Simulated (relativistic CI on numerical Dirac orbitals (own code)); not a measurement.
## Level scheme of Ar15+

Calculated at this level of theory: Dirac-Coulomb-Breit CI, orbitals from a KLI potential per configuration, QED by a radiative potential, unscaled Slater integrals (own radial code, finite nucleus).

Configurations in the expansion (outside the closed core 1s2): 2s, 2p, 3s, 3p, 3d, 4s, 4p, 4d, 4f, 5s, 5p, 5d, 5f, 5g. Levels of other configurations are missing.

The lowest level is 2s ²S1/2, with 100 % of that term; Hund's rules for 2s give ²S with J = 1/2, in agreement.

| No. | Configuration | Term | J | E (Ry) | % | Next component (%) | Landé g | jj configuration (%) |
| --- | --- | --- | --- | --- | --- | --- | --- | --- |
| 1 | 2s | ²S | 1/2 | 0.0000 | 100 |  | 2.000 | 2s (100) |
| 2 | 2p | ²P° | 1/2 | 2.3524 | 100 |  | 0.664 | 2p1/2 (100) |
| 3 | 2p | ²P° | 3/2 | 2.5845 | 100 |  | 1.332 | 2p3/2 (100) |
| 4 | 3s | ²S | 1/2 | 38.0418 | 100 |  | 2.001 | 3s (100) |
| 5 | 3p | ²P° | 1/2 | 38.6927 | 100 |  | 0.665 | 3p1/2 (100) |
| 6 | 3p | ²P° | 3/2 | 38.7610 | 100 |  | 1.333 | 3p3/2 (100) |
| 7 | 3d | ²D | 3/2 | 39.0001 | 100 |  | 0.799 | 3d3/2 (100) |
| 8 | 3d | ²D | 5/2 | 39.0217 | 100 |  | 1.200 | 3d5/2 (100) |
| 9 | 4s | ²S | 1/2 | 51.0680 | 100 |  | 2.002 | 4s (100) |
| 10 | 4p | ²P° | 1/2 | 51.3358 | 100 |  | 0.665 | 4p1/2 (100) |
| 11 | 4p | ²P° | 3/2 | 51.3645 | 100 |  | 1.334 | 4p3/2 (100) |
| 12 | 4d | ²D | 3/2 | 51.4637 | 100 |  | 0.799 | 4d3/2 (100) |
| 13 | 4d | ²D | 5/2 | 51.4728 | 100 |  | 1.200 | 4d5/2 (100) |
| 14 | 4f | ²F° | 5/2 | 51.4777 | 100 |  | 0.856 | 4f5/2 (100) |
| 15 | 4f | ²F° | 7/2 | 51.4822 | 100 |  | 1.143 | 4f7/2 (100) |
| 16 | 5s | ²S | 1/2 | 57.0326 | 100 |  | 2.002 | 5s (100) |
| 17 | 5p | ²P° | 1/2 | 57.1679 | 100 |  | 0.666 | 5p1/2 (100) |
| 18 | 5p | ²P° | 3/2 | 57.1827 | 100 |  | 1.334 | 5p3/2 (100) |
| 19 | 5d | ²D | 3/2 | 57.2331 | 100 |  | 0.799 | 5d3/2 (100) |
| 20 | 5d | ²D | 5/2 | 57.2377 | 100 |  | 1.200 | 5d5/2 (100) |
| 21 | 5f | ²F° | 5/2 | 57.2404 | 100 |  | 0.857 | 5f5/2 (100) |
| 22 | 5f | ²F° | 7/2 | 57.2428 | 100 |  | 1.143 | 5f7/2 (100) |
| 23 | 5g | ²G | 7/2 | 57.2428 | 100 |  | 0.888 | 5g7/2 (100) |
| 24 | 5g | ²G | 9/2 | 57.2442 | 100 |  | 1.111 | 5g9/2 (100) |

Energies count from the lowest computed level; ° marks odd parity. Filled j subshells are mostly left out of the jj labels.

The mean weight of the leading LS term, summed over parents, in these 24 levels is 100 %, and that of the leading jj configuration (from the same eigenvectors) 100 %.

At this charge energies of transitions that change n are usually good to better than 1 %, and those within a shell (Δn = 0) to a few per cent.
